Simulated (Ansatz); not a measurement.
System: C₂H₄N (charge 0, doublet). It need not be the lowest isomer of its formula. SMILES: CN=[CH]
Geometry: optimised at B3LYP-D3(BJ)/def2-TZVP (Ansatz, a quantum-chemistry and plane-wave program).

Wanted: vertical electron affinity (to the singlet state of charge -1; a negative value means that the extra electron is unbound and the number depends on the basis; each state is the SCF solution reached for its spin; for the singlet the Hartree-Fock reference is unstable and T1 is 0.034), in eV. Cores are frozen in the correlated levels unless marked. Open shells are spin-unrestricted. No spin-orbit coupling. Non-relativistic. Anions need diffuse functions: aug- sets have them; def2-D sets add few. CBS marks a two-point X^-3 extrapolation of the correlation energy; Hartree-Fock from the larger set. [CCSD(T)-MP2]/basis is that difference in the basis named.

RI-MP2/CBS(aug-cc-pVTZ,aug-cc-pVQZ)+[CCSD(T)-MP2]/aug-cc-pVDZ (Ansatz) gives 0.21 eV.

Task: Another calculation gave -0.10 eV. Which level was it?
A) SVWN5/def2-TZVPD (Ansatz)
B) BHLYP/def2-TZVPD (Ansatz)
C) wB97X/def2-TZVPD (Ansatz)

Result: C, wB97X/def2-TZVPD (Ansatz). The others give -0.24 (BHLYP), 0.18 (SVWN5) eV.
